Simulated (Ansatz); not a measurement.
Cost and result for the atomization energy of `CN([SiH3])[AsH2]` (12 atoms, 11 bonds).

```json
{"atom": "C1", "x (Å)": "-0.9880", "y (Å)": "-0.7943", "z (Å)": "-0.9938"}
{"atom": "N2", "x (Å)": "0.1403", "y (Å)": "-0.2003", "z (Å)": "-0.2928"}
{"atom": "Si3", "x (Å)": "0.1289", "y (Å)": "-0.1003", "z (Å)": "1.4284"}
{"atom": "As4", "x (Å)": "1.1421", "y (Å)": "0.9826", "z (Å)": "-1.3097"}
{"atom": "H5", "x (Å)": "-0.6890", "y (Å)": "-1.1241", "z (Å)": "-1.9933"}
{"atom": "H6", "x (Å)": "-1.3394", "y (Å)": "-1.6747", "z (Å)": "-0.4482"}
{"atom": "H7", "x (Å)": "-1.8410", "y (Å)": "-0.1121", "z (Å)": "-1.1082"}
{"atom": "H8", "x (Å)": "1.5262", "y (Å)": "0.0608", "z (Å)": "1.9044"}
{"atom": "H9", "x (Å)": "-0.4667", "y (Å)": "-1.3565", "z (Å)": "1.9620"}
{"atom": "H10", "x (Å)": "-0.6696", "y (Å)": "1.0471", "z (Å)": "1.9557"}
{"atom": "H11", "x (Å)": "0.6824", "y (Å)": "2.3147", "z (Å)": "-0.6932"}
{"atom": "H12", "x (Å)": "2.3737", "y (Å)": "0.9572", "z (Å)": "-0.4113"}
```

Charge 0, multiplicity 1. Correlated methods include outer-core shells of As, which these sets cover unevenly. Scalar relativity is left out up to krypton. The structure was optimised at the PBE0-D4/def2-TZVP level. Program: Ansatz. All runs use 4 threads of an Arm Neoverse V2 on a shared host. Times are those of one run each, without the atoms' runs, and a repeat can differ threefold. Electronic energies, without spin–orbit coupling; frozen cores. CCSD(T)/CBS adds CCSD(T) − MP2 in def2-TZVPP to the MP2 limit, and its time is that of the two runs behind it. T1 = 0.011. With those shells the extrapolation isn't a true limit. B3LYP takes the VWN-RPA correlation (the form of Gaussian; ORCA's B3LYP/G).

CCSD(T)/CBS is a level of theory with its own doubt, some kJ/mol a heavy atom from the limit and from the frozen cores, so smaller differences don't rank the functionals.

```
                             level  functions  wall time
   PBE-D4/def2-TZVPP (with forces)        264      3.1 s
                PBE0-D4/def2-TZVPP        264      4.2 s
r2SCAN-D4/def2-TZVPP (with forces)        264      6.5 s
 B3LYP-D4/def2-TZVPP (with forces)        264      6.5 s
                 B2PLYP/def2-TZVPP        264      7.5 s
                ωB97X-V/def2-TZVPP        264       11 s
  ωB97M-V/def2-TZVPP (with forces)        264       15 s
                    MP2/def2-QZVPP        513       30 s
                CCSD(T)/def2-TZVPP        264    4.2 min
                 CCSD(T)/CBS(def2)          –    4.7 min
```

(1) What atomization energy does each give, and how far from CCSD(T)/CBS? (An estimate is asked.)

## Answers

(1) The calculation gave: 
| level | atomization (kJ/mol) | difference from CCSD(T)/CBS | per bond |
| --- | --- | --- | --- |
| PBE-D4/def2-TZVPP (with forces) | 3805.3 | 26.2 | 2.4 |
| PBE0-D4/def2-TZVPP | 3753.3 | -25.8 | -2.4 |
| r2SCAN-D4/def2-TZVPP (with forces) | 3762.9 | -16.2 | -1.5 |
| B3LYP-D4/def2-TZVPP (with forces) | 3802.8 | 23.7 | 2.2 |
| B2PLYP/def2-TZVPP | 3734.6 | -44.5 | -4.1 |
| ωB97X-V/def2-TZVPP | 3817.4 | 38.3 | 3.5 |
| ωB97M-V/def2-TZVPP (with forces) | 3787.9 | 8.8 | 0.8 |
| MP2/def2-QZVPP | 3726.5 | -52.6 | -4.8 |
| CCSD(T)/def2-TZVPP | 3676.4 | -102.7 | -9.3 |
| CCSD(T)/CBS(def2) | 3779.1 | 0.0 | 0.0 |

From PBE to PBE0 (25 % exact exchange), in def2-TZVPP and without D4, the atomization energy moves by −47.6 kJ/mol: exact exchange takes away binding that semilocal exchange gives to molecules. In def2-TZVPP, CCSD(T) changes the Hartree–Fock value by +1010.8 kJ/mol (the triples alone add +49.4 kJ/mol) and MP2 by +999.4 kJ/mol; breaking electron pairs costs correlation energy, which Hartree–Fock lacks. The D4 term adds +46.3 kJ/mol with B3LYP and +24.2 kJ/mol with PBE0; it sums over pairs of atoms, weighted by their polarisabilities, and B3LYP, whose exchange is more repulsive, gets the larger term.
